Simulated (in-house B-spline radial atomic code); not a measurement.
Successive ionisation energies of cobalt; each step leads to the configuration of the next row (after the last: bare). Dirac energy differences include first-order Breit, QED and recoil terms. NIST's values go from ground level to ground level; the uncertainty of those that are theory runs from under 0.1 % in few-electron ions to several per cent in heavy many-electron ones. Computed with a radial B-spline atomic code at the basis-set limit: Dirac-Hartree-Fock, jj configuration that fills j = l - 1/2 first, finite nuclei.

A number in brackets counts the electrons of a j subshell.

```json
{"ion": "Co15+", "configuration": "[Ne] 3s2", "ionisation energy (eV)": "508.3", "tabulated value (eV)": "511.96", "tabulated kind": "semi-empirical", "computed minus tabulated (eV)": "-4", "highest orbital": "3s1/2", "largest mean radius (bohr)": "0.65098"}
{"ion": "Co16+", "configuration": "[Ne] 3s1", "ionisation energy (eV)": "545.9", "tabulated value (eV)": "546.588", "tabulated kind": "semi-empirical", "computed minus tabulated (eV)": "-1", "highest orbital": "3s1/2", "largest mean radius (bohr)": "0.64164"}
{"ion": "Co17+", "configuration": "[He] 2s2 2p6", "ionisation energy (eV)": "1396.0", "tabulated value (eV)": "1397.2", "tabulated kind": "measured", "computed minus tabulated (eV)": "-1", "highest orbital": "2p3/2", "largest mean radius (bohr)": "0.24991"}
{"ion": "Co18+", "configuration": "[He] 2s2 2p1/2(2) 2p3/2(3)", "ionisation energy (eV)": "1500.6", "tabulated value (eV)": "1504.5", "tabulated kind": "measured", "computed minus tabulated (eV)": "-4", "highest orbital": "2p3/2", "largest mean radius (bohr)": "0.24686"}
{"ion": "Co19+", "configuration": "[He] 2s2 2p1/2(2) 2p3/2(2)", "ionisation energy (eV)": "1608.1", "tabulated value (eV)": "1606", "tabulated kind": "semi-empirical", "computed minus tabulated (eV)": "2", "highest orbital": "2p3/2", "largest mean radius (bohr)": "0.24387"}
{"ion": "Co20+", "configuration": "[He] 2s2 2p1/2(2) 2p3/2(1)", "ionisation energy (eV)": "1718.6", "tabulated value (eV)": "1724", "tabulated kind": "semi-empirical", "computed minus tabulated (eV)": "-5", "highest orbital": "2p3/2", "largest mean radius (bohr)": "0.24095"}
{"ion": "Co21+", "configuration": "[He] 2s2 2p1/2(2)", "ionisation energy (eV)": "1841.6", "tabulated value (eV)": "1844", "tabulated kind": "semi-empirical", "computed minus tabulated (eV)": "-2", "highest orbital": "2p1/2", "largest mean radius (bohr)": "0.23808"}
{"ion": "Co22+", "configuration": "[He] 2s2 2p1/2(1)", "ionisation energy (eV)": "1963.1", "tabulated value (eV)": "1960.8", "tabulated kind": "semi-empirical", "computed minus tabulated (eV)": "2", "highest orbital": "2p1/2", "largest mean radius (bohr)": "0.23524"}
{"ion": "Co23+", "configuration": "[He] 2s2", "ionisation energy (eV)": "2112.4", "tabulated value (eV)": "2119.4", "tabulated kind": "semi-empirical", "computed minus tabulated (eV)": "-7", "highest orbital": "2s1/2", "largest mean radius (bohr)": "0.23245"}
{"ion": "Co24+", "configuration": "[He] 2s1", "ionisation energy (eV)": "2218.7", "tabulated value (eV)": "2218.876", "tabulated kind": "tabulated theory", "computed minus tabulated (eV)": "0", "highest orbital": "2s1/2", "largest mean radius (bohr)": "0.22989"}
{"ion": "Co25+", "configuration": "1s2", "ionisation energy (eV)": "9542.6", "tabulated value (eV)": "9544.182", "tabulated kind": "tabulated theory", "computed minus tabulated (eV)": "-2", "highest orbital": "1s1/2", "largest mean radius (bohr)": "0.055617"}
{"ion": "Co26+", "configuration": "1s1", "ionisation energy (eV)": "10012.1", "tabulated value (eV)": "10012.13", "tabulated kind": "tabulated theory", "computed minus tabulated (eV)": "0", "highest orbital": "1s1/2", "largest mean radius (bohr)": "0.05483"}
```

Q: Where is the largest jump?

A: From Co24+ to Co25+, by a factor of 4.30 (2218.7 to 9542.6 eV); the highest orbital goes from 2s1/2 to 1s1/2.

Q: How far is this level of theory from the measured and semi-empirical values?

A: Over those 9 rows the differences run from -7.01 to +2.28 eV (mean absolute value 3.2 eV). The calculation leaves out correlation and, in open shells, the multiplet splittings that an average leaves out.
